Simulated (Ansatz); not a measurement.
Geometry optimisation, Ansatz 0.2.0, RKS revPBE/6-31G*.

The input (input.yaml):

```yaml
crystal:
  periodic: [false, false, false]
  atoms:
    - { symbol: "N", position_ang: [-0.6119, 2.5937, 0.7237] }
    - { symbol: C, position_ang: [0.2108, 1.8906, 0.5584] }
    - { symbol: S, position_ang: [1.4287, 0.7886, 0.3126] }
    - { symbol: Si, position_ang: [0.3727, -0.956, 0.0278] }
    - { symbol: O, position_ang: [-0.5237, -0.8281, -1.414] }
    - { symbol: H, position_ang: [-0.6805, -1.0956, 1.1293] }
    - { symbol: H, position_ang: [1.2139, -2.1464, -0.026] }
    - { symbol: H, position_ang: [-0.16982, -1.28957, -2.16873] }
basis:
  gaussian: { orbitals: "6-31G*" }
hamiltonian:
  xc: revpbe
relax:
  f_tol: 0.015
  max_steps: 40
```

Run as:

```bash
$ ansatz run input.yaml --threads 1 --pin off --max-ram 2048MiB --backend cpu --events-out ev --progress --plain --runs-dir out
```

**Question.** Where does it end, and by what steps?

**Answer.** The run converged. After 8 steps the energy has fallen by 0.911 eV; O5 moved furthest, 0.28 Å. The start is strongly strained (largest force component 9 eV/Å).

```tsv
step	energy less start (eV)	largest force component (eV/Å)	accepted
0	0.0000	9.325	yes
1	-0.8335	1.129	yes
2	-0.8788	0.795	yes
3	-0.8967	0.499	yes
4	-0.9052	0.290	yes
5	-0.9087	0.191	yes
6	-0.9108	0.021	yes
7	-0.9110	0.017	yes
8	-0.9111	0.011	yes
```

```xyz
8
Properties=species:S:1:pos:R:3
N -0.593 2.726 0.703
C 0.239 1.901 0.541
S 1.487 0.753 0.320
Si 0.264 -1.058 0.015
O -0.643 -1.076 -1.387
H -0.723 -1.165 1.123
H 1.351 -2.090 0.054
H -0.142 -1.035 -2.226
```

Run time: 34 s on 1 thread of Arm Neoverse V2 (shared host), peak memory 0.17 GiB.
